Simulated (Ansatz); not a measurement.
`C[Se]B1CO1` at its PBE0-D4/def2-TZVP geometry, where that method's forces vanish. Total charge 0; spin multiplicity 1.

```csv
atom,x (Å),y (Å),z (Å)
C1,-1.831,0.518,-0.438
Se2,-0.199,1.220,-1.255
B3,1.061,0.202,-0.262
C4,1.582,-0.800,0.743
O5,2.388,0.056,-0.177
H6,-2.662,0.977,-0.970
H7,-1.867,0.794,0.613
H8,-1.868,-0.561,-0.556
H9,1.666,-1.859,0.513
H10,1.728,-0.547,1.789
```

(1) For each bond, give half the difference of the two atoms' forces along it (eV/Å; positive pushes the atoms apart) under PBE-D4, r2SCAN-D4, B3LYP-D4, ωB97M-V in def2-TZVPP. (Best estimate.)

Results:

(1) The calculation gave: 
| bond | length (Å) | PBE-D4 | r2SCAN-D4 | B3LYP-D4 | ωB97M-V |
| --- | --- | --- | --- | --- | --- |
| C1–Se2 | 1.956 | 0.22 | 0.20 | 0.33 | 0.04 |
| C1–H6 | 1.088 | 0.09 | -0.05 | -0.10 | -0.05 |
| C1–H7 | 1.087 | 0.09 | -0.05 | -0.09 | -0.06 |
| C1–H8 | 1.087 | 0.09 | -0.05 | -0.09 | -0.06 |
| Se2–B3 | 1.901 | -0.19 | -0.11 | 0.08 | 0.01 |
| B3–C4 | 1.511 | 0.33 | 0.20 | 0.14 | 0.15 |
| B3–O5 | 1.337 | 0.73 | 0.33 | 0.08 | 0.03 |
| C4–O5 | 1.492 | 0.63 | 0.47 | 0.41 | 0.21 |
| C4–H9 | 1.086 | 0.03 | -0.09 | -0.13 | -0.13 |
| C4–H10 | 1.086 | 0.03 | -0.09 | -0.13 | -0.13 |

B3LYP here is the variant with VWN-RPA as its local correlation; programs differ in this.

Program: Ansatz 0.2.0.
